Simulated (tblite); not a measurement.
Species: C₇H₁₂P (charge +1).
Structure used (GFN2-xTB), in Å, numbered top down from 1:
```
atom  x, y, z in Å
C1     1.234    2.727    0.273
C2     0.946    1.560    0.328
P3     0.572   -0.140    0.392
C4     2.101   -1.072    0.458
C5     2.431   -1.835    1.492
C6    -0.422   -0.618   -1.053
C7    -1.604    0.323   -1.299
C8    -2.480    0.473   -0.063
H9     1.475    3.753    0.233
H10   -0.102   -0.363    1.571
H11    2.743   -0.961   -0.408
H12    1.796   -1.946    2.357
H13    3.357   -2.387    1.507
H14   -0.766   -1.643   -0.877
H15    0.252   -0.632   -1.918
H16   -1.236    1.304   -1.608
H17   -2.193   -0.085   -2.121
H18   -3.367    1.051   -0.302
H19   -2.800   -0.499    0.308
H20   -1.943    1.001    0.728
```

Calculated harmonic vibrations of the isolated species, GFN2-xTB (tblite), most abundant isotopes, no scaling. This tight-binding method is rough: wavenumbers can miss measured ones by several per cent, in bad cases by 10 to 20. Modes of hydrogen on phosphorus can be 10 to 20 % off. One conformer, not necessarily the lowest.

Harmonic wavenumbers (cm⁻¹): 49.5, 57.1, 96.4, 101.3, 139.1, 157.4, 226.3, 262.0, 295.2, 321.6, 367.9, 422.5, 556.1, 643.2, 681.9, 690.1, 730.7, 764.2, 778.0, 817.4, 838.9, 867.7, 918.3, 927.1, 992.0, 997.5, 1023.8, 1054.5, 1105.4, 1168.9, 1211.6, 1215.6, 1256.4, 1327.8, 1372.8, 1390.7, 1415.8, 1472.2, 1479.8, 1494.6, 1637.1, 2195.5, 2424.4, 2920.5, 2930.7, 2977.1, 2990.6, 3007.9, 3028.6, 3033.1, 3066.6, 3088.8, 3123.9, 3338.1.

A = 2188, B = 1180, C = 885.8 MHz; mass 127.068 u (most abundant isotopes); point group C1, symmetry number 1.

Question: What is the zero-point energy?

Answer: Half the sum of the wavenumbers: 35726 cm⁻¹ = 102.15 kcal/mol.

Question: Entropy at 298.15 K, 1 bar (ideal gas, RRHO, classical rotation)?

Answer: Translation 40.46, rotation 29.33, vibration 33.79: S = 103.6 cal/(mol K).

Question: And Cp and H(298.15 K) − H(0)?

Answer: Cp = 41.33 cal/(mol K), of which vibrations give 33.39 (their classical limit is 54 R = 107.3); H(298.15 K) − H(0) = 7.57 kcal/mol without the zero-point energy, 5.20 from vibrations.

Question: What must be added to the electronic energy to get the Gibbs energy at 298.15 K and 1 bar?

Answer: ZPE + [H(298.15 K) − H(0)] − T·S = 102.15 + 7.57 − 30.88 = 78.84 kcal/mol.

Question: Which modes carry the vibrational entropy at 298.15 K?

Answer: 49.5 cm⁻¹: 4.84; 57.1 cm⁻¹: 4.55; 96.4 cm⁻¹: 3.53; 101.3 cm⁻¹: 3.43; 139.1 cm⁻¹: 2.82; 157.4 cm⁻¹: 2.58 cal/(mol K); the other 48 give 12.05 together.

Question: Blend soft modes into free rotors: weight 1/[1 + (100 cm⁻¹/ν̃)⁴] for the oscillator and the rest for a rotor with moment μB/(μ + B), μ = h/(8π²ν), B = 10⁻⁴⁴ kg m². What vibrational entropy results?

Answer: 30.86 cal/(mol K) in place of 33.79, which changes −T·S at 298.15 K by +0.87 kcal/mol.

Question: How do the functions run with temperature in this model?

Answer: 
| T (K) | S (cal/(mol K)) | Cp (cal/(mol K)) | H − H(0) (kcal/mol) | G − H(0) (kcal/mol) | ln q(vib) |
| --- | --- | --- | --- | --- | --- |
| 100 | 71.7 | 20.9 | 1.43 | -5.74 | 2.16 |
| 200 | 89.3 | 30.9 | 4.02 | -13.84 | 5.30 |
| 300 | 103.8 | 41.5 | 7.64 | -23.51 | 8.29 |
| 500 | 129.6 | 60.1 | 17.90 | -46.92 | 14.03 |
| 800 | 162.1 | 77.9 | 38.83 | -90.85 | 22.08 |
| 1000 | 180.4 | 85.9 | 55.25 | -125.14 | 27.01 |

q(vib) and H(0) count from the zero-point level.

Hindered rotation and anharmonicity are outside this model. Other conformers, if any are populated, would add a mixing term that is left out. The structure is chiral; the term R ln 2 for an equal mix with its mirror image is left out.
